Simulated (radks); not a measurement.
The numbers below are computed, except where a source is named.
Task: The germanium ion Ge8+, 24 electrons, occupied as [Ar] 3d6. Code: a radial shooting solver on a logarithmic mesh with Libxc functionals. Model: scalar-relativistic Kohn-Sham, PBEsol, spin-polarised, spherical densities, finite nucleus; open shells are filled with parallel spins first; Fermi nuclear charge, rms radius 4.0742 fm. Some entries of the table are withheld. Estimate them.

| orbital | occ. | eigenvalue (eV) | r(max) (bohr) | <1/r> (bohr^-1) |
|---|---|---|---|---|
| 1s up | 1 | -11135.58 | 0.03075 | 32.36 |
| 1s down | 1 | -11135.56 | 0.03075 | 32.36 |
| 2s up | 1 | -1558.726 | 0.1762 | 7.099 |
| 2s down | 1 | -1554.416 | 0.1761 | 7.113 |
| 2p up | 3 | -1385.650 | (1) | 6.961 |
| 2p down | 3 | -1382.405 | (2) | 6.973 |
| 3s up | 1 | (3) | 0.5324 | 2.390 |
| 3s down | 1 | (4) | 0.5336 | 2.375 |
| 3p up | 3 | -286.7850 | 0.5285 | 2.265 |
| 3p down | 3 | -280.0516 | 0.5302 | 2.248 |
| 3d up | 5 | -199.0228 | 0.4681 | 2.045 |
| 3d down | 1 | -191.8953 | 0.4721 | 2.024 |

Result: 
(1) 2p up r(max) (bohr): 0.1413
(2) 2p down r(max) (bohr): 0.1412
(3) 3s up eigenvalue (eV): -340.5962
(4) 3s down eigenvalue (eV): -333.8346
